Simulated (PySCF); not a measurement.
**Orbital picture of DyO**

r²SCAN at R = 1.790 Å; basis Dy x2c-TZVPall, O x2c-TZVPall; spin-free X2C with a Gaussian nucleus; PySCF 2.14. State: septet, about 9.2 electrons in the 4f shell (Mulliken), real f orbitals that mix terms. Only the outer orbitals are listed, counted within each symmetry.

```csv
spin,orbital,occ.,ε (eV),on Dy (%),main shells (%)
α,8π,1,-6.64,26,"74 O p, 19 Dy d"
α,8π,1,-6.51,26,"74 O p, 19 Dy d"
α,15σ,1,-6.09,38,"60 O p, 19 Dy d, 13 Dy f"
α,16σ,1,-4.14,99,"81 Dy s, 9 Dy d, 8 Dy p"
α,4δ,0,-1.90,100,100 Dy d
α,4δ,0,-1.80,100,100 Dy d
α,9π,0,-1.72,98,"73 Dy p, 25 Dy d"
β,7π,1,-6.82,26,"73 O p, 13 Dy f, 12 Dy d"
β,7π,1,-6.71,19,"80 O p, 14 Dy d"
β,14σ,1,-6.65,42,"56 O p, 28 Dy f, 9 Dy d"
β,1φ,1,-5.42,96,95 Dy f
β,15σ,1,-4.89,85,"77 Dy f, 14 O p"
β,8π,0,-3.92,95,91 Dy f
β,3δ,0,-3.66,100,100 Dy f
β,3δ,0,-3.37,97,92 Dy f
```

Task: Which are the highest filled and the lowest empty level, where do they sit, and how wide is the gap?

Result: Highest filled α 16σ at -4.14 eV (in %: 81 Dy s, 9 Dy d, 8 Dy p); lowest empty β 8π at -3.92 eV (in %: 91 Dy f); the gap at r²SCAN is 0.22 eV.

```json
{
 "bond order (Mayer)": "2.15",
 "⟨S²⟩": "12.011",
 "charge on Dy (Mulliken, basis-dependent)": "0.62",
 "charge on Dy (Löwdin, basis-dependent)": "0.38",
 "dipole moment (positive dipole means Dy(−)O(+))": "-4.25 D"
}
```

Spin–orbit coupling is left out. The state is the lowest single determinant that the PBE0 search found; with open d or f shells the true ground state can be another one.
